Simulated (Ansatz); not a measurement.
Input file for Ansatz (a first-principles code): U-r2SCANh/def2-TZVPP on HOOs (SMILES [OH][Os]), 2S+1 = 6, a spin state set in the input, which need not be the lowest. Elements past Kr take the def2 small-core potentials; no spin–orbit coupling.

Ansatz 0.2 input:
```yaml
crystal:
  periodic: [false, false, false]
  atoms:
    - {symbol: Os, position_ang: [-1.01852819, -0.76609932, -0.89153127]}
    - {symbol: O, position_ang: [0.40174904, -0.04810325, 0.27903744]}
    - {symbol: H, position_ang: [0.58361043, 0.86157417, 0.54217420]}
basis:
  gaussian:
    orbitals: def2-TZVPP
hamiltonian:
  xc: {name: r2SCANh}
magnetization: {spin_polarized: true, initial_magnetization: 5}
```

It printed:

```
WARN ansatz: RAYON_NUM_THREADS=1 ignored (pool sized by the plan → 1); use --threads N
Functional definition: r2SCANh
integrals: 0.02 GiB planned
549 factors; their error is unknown
mean field: 0.35 GiB planned
mean field evaluation 1: about -4523.2512 eV, gradient 3.9e1 eV
mean field evaluation 2: about -4446.2335 eV, gradient 1.2e2 eV
mean field evaluation 4: about -4528.0915 eV, gradient 8.7e0 eV
mean field evaluation 8: about -4528.4279 eV, gradient 2.0e-1 eV
mean field evaluation 16: about -4528.5080 eV, gradient 1.2e-1 eV
mean field evaluation 32: about -4528.5075 eV, gradient 6.6e-2 eV
mean field -4528.50919292 eV, -166.4196433060 hartree, gradient 8.4e-6 eV, S^2 8.759767; 5 other end points of the search recorded, 0 dependent functions left out
reference -4528.50920727 eV, -166.4196438333 hartree; 15, 10 occupied and 86, 91 virtual orbitals, 549 factors
Total energy: -4528.50920727 eV, -166.4196438333 hartree
```

The calculation finished and met its thresholds.

Cost: about 8 core-seconds (a rough figure).
